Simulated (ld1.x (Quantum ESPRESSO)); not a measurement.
# Sn: excitation energies, all-electron against TM semilocal

ld1.x (Quantum ESPRESSO) 7.5 input, shortened:

```
&input
   title='Sn', zed=50., rel=1, dft='PBE', iswitch=3,
   config='[Kr] 4d10 5s2 5p2 5d-2'
 /
 &inputp
   pseudotype=1, tm=.true., lloc=2,
   nlcc=.false.
 /
3
5S  1  0   2.00   0.00  2.10  2.10  0.0
5P  2  1   2.00   0.00  2.10  2.10  0.0
5D  3  2  -2.00   0.25  2.15  2.15  0.0
 &test
   configts(1)='5s2 5p2'
 /
```

Energies are relative to the spin-unpolarised reference configuration 5s2 5p2; without spin polarisation the order of configurations can differ from experiment.

```csv
valence configuration,charge,ΔE all-electron (eV),error AE − PS (meV)
5s2 5p1,+1,6.875,0.0
5s2 5p0,+2,20.827,+19
5s1 5p0,+3,51.798,+143
5s0 5p4,0,14.186,+61
5s2 5p2.3,-0.3,-0.849,+0.3
```

What are ΔE and the potential's error for 5s2 5p1.5?

ΔE = 2.616 eV all-electron; the error (AE − PS) is -0.3 meV.

What are ΔE and the potential's error for 5s1 5p3?

ΔE = 6.978 eV all-electron; the error (AE − PS) is +13 meV.

Levels in the configuration 5s2 5p0:

```json
{"level": "5s", "all-electron (eV)": "-26.091", "pseudo (eV)": "-26.080"}
```
